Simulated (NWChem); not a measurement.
Species: C3H10F2O2Si2; SMILES C[Si]([SiH](F)F)(OC)OC

```xyz
19

Si    -0.4070    -1.4905    -0.5038
F     -1.2427    -2.3752     0.5990
F      1.0534    -2.2342    -0.6779
Si    -0.0678     0.6709     0.3987
C     -0.0127     0.5768     2.2633
O     -1.3394     1.6720    -0.0186
C     -1.6191     2.0649    -1.3524
O      1.3114     1.3290    -0.3010
C      2.6125     0.7757    -0.1963
H     -1.1213    -1.6501    -1.8177
H     -0.9120     0.0520     2.6434
H      0.0217     1.5941     2.7032
H      0.8798     0.0124     2.6022
H     -1.8400     1.1916    -2.0094
H     -0.7704     2.6256    -1.8012
H     -2.5127     2.7213    -1.3453
H      3.0404     0.9179     0.8226
H      2.6275    -0.3125    -0.4290
H      3.2766     1.2941    -0.9180
```
Atoms are numbered in this order, from 1.

Results from NWChem. All runs use the structure optimised with PBE-D3(BJ)/def2-SVP. No frequency run checked for a minimum.

Estimate the computed values for TPSS/def2-SVPD. Quantities: highest occupied level (eV); orbital gap (eV); dipole (D).


```yaml
highest occupied level (eV): -6.43
orbital gap (eV): 5.27
dipole (D): 1.72
```
